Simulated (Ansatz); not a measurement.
`BB[CH2][InH2]` + HI → `[InH2][I]` + `BBC`  (ligand exchange at the In–C bond)

Isolated molecules relaxed with PBE0-D4/def2-TZVP in Ansatz; ΔE leaves out vibrations. CCSD(T)/CBS adds triple-zeta CCSD(T) − MP2 to the extrapolated MP2 energy (def2 sets, frozen cores). Functionals use def2-TZVPP. HSE06 is defined as in plane-wave codes. Elements past krypton have def2 core potentials. For I, In outer-core shells are correlated without core-valence functions, which leaves a few kJ/mol of doubt a bond. Each species was taken in one conformer, which may not be the lowest.

`BB[CH2][InH2]`:

Z-matrix (Å, degrees):
```
In
B 1 2.501
B 1 2.892 2 34.9
C 1 2.300 2 35.9 3 -136.9
H 1 1.713 2 105.7 3 95.2
H 1 1.718 2 121.8 3 -60.9
H 2 1.213 1 112.2 3 -110.6
H 3 1.220 1 65.8 2 163.1
H 3 1.197 1 168.9 2 -114.1
H 4 1.089 1 95.7 2 121.8
H 4 1.088 1 114.9 2 -119.6
```

HI:

```xyz
2

I     0.045   -0.794    0.127
H    -0.045    0.794   -0.127
```

`[InH2][I]`:

```xyz
4

In   -0.095    0.069   -0.300
I     0.690   -0.506    2.189
H     0.456    1.585   -0.866
H    -1.051   -1.148   -1.023
```

`BBC`:

Cartesian coordinates in Å:
```
B 0.792 -1.396 -0.178
B -0.178 -0.112 -0.486
C -0.507 1.092 0.456
H 1.969 -1.386 -0.419
H 0.363 -2.426 0.267
H -0.677 -0.080 -1.587
H -0.169 1.006 1.489
H -0.018 1.973 0.015
H -1.576 1.330 0.443
```

| level | ΔE (kJ/mol) | difference from CCSD(T)/CBS |
| --- | --- | --- |
| BLYP-D4 | -135.1 | -5.9 |
| BHLYP-D4 | -158.2 | -29.0 |
| B2PLYP | -143.6 | -14.4 |
| BLYP | -146.6 | -17.4 |
| HSE06 | -140.8 | -11.6 |
| HF/def2-SVP | -201.6 | -72.4 |
| CCSD/def2-SVP | -147.8 | -18.6 |
| SCS-MP2/def2-TZVPP | -132.3 | -3.1 |
| MP2/def2-QZVPP | -128.2 | 1.0 |
| HF/CBS(def2) | -194.6 | -65.4 |
| CCSD(T)/CBS | -129.2 | 0 |

What do rigid-rotor, harmonic-oscillator terms from PBE0-D4/def2-TZVP frequencies (298.15 K, 1 bar) make of the CCSD(T)/CBS value? (Estimate.)

Computed: ΔZPE = +10.2 kJ/mol, ΔH = -119.7 kJ/mol, ΔS = 30 J/(mol·K), ΔG = -128.7 kJ/mol.

Largest T1 diagnostic among the species: 0.014.

From BLYP to BHLYP (50 % exact exchange), in def2-TZVPP and without D4, ΔE moves by −17.6 kJ/mol. At CCSD(T), def2-SVP lies −10.0 kJ/mol from the extrapolated value and def2-TZVPP +6.3 kJ/mol. The D4 term adds +8.6 kJ/mol with B3LYP and +4.5 kJ/mol with PBE0; it sums over pairs of atoms, weighted by their polarisabilities, and B3LYP, whose exchange is more repulsive, gets the larger term.

CCSD(T)/CBS has its own doubt, a few kJ/mol and more with outer-core shells, so smaller differences from it don't rank the levels.

B3LYP here is the variant with VWN-RPA as its local correlation; programs differ in this.
